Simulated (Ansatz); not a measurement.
The same path of AlF3H2O (7 atoms, charge 0, multiplicity 1) was run twice with different band settings. The coordinate that changes most is the height of O1 over the plane of its neighbours.

Theory: RKS r2SCAN-D4/def2-SVP in Ansatz 0.2.0.

Relaxed end points:

```xyz
7
Properties=species:S:1:pos:R:3
O -0.920 0.591 0.267
Al 0.519 -0.557 -0.378
F 0.807 -1.266 1.104
F -0.125 -1.507 -1.575
F 1.506 0.707 -0.837
H -1.058 0.441 1.218
H -0.669 1.523 0.155
```

```xyz
7
Properties=species:S:1:pos:R:3
O -0.852 0.603 0.419
Al 0.659 -0.530 -0.065
F 1.181 -1.258 1.330
F -0.207 -1.458 -1.148
F 1.577 0.721 -0.677
H -1.638 0.330 -0.083
H -0.659 1.524 0.177
```

Common settings: climbing image yes; spring 5.0 eV/Å²; optimiser quadratic models (default); start path IDPP; force threshold 0.05 eV/Å; iteration limit 60; end points relaxed.

| run | movable images |
| --- | --- |
| 1 | 7 |
| 2 | 3 |

**Question.** What does each run give, and how far can it be trusted?

**Answer.** Run 1: converged after 4 iterations, highest image 0.048 eV above the first end. A vibrational analysis at the climbing image gives one clearly imaginary mode, 272i cm⁻¹: a first-order saddle point.
Run 2: converged after 4 iterations, highest image 0.048 eV above the first end. Another band between the same ends (7 images) ends at a top of the same energy, where a vibrational analysis finds 1 clearly imaginary mode. So few images can step over the top or miss a turn of the path.
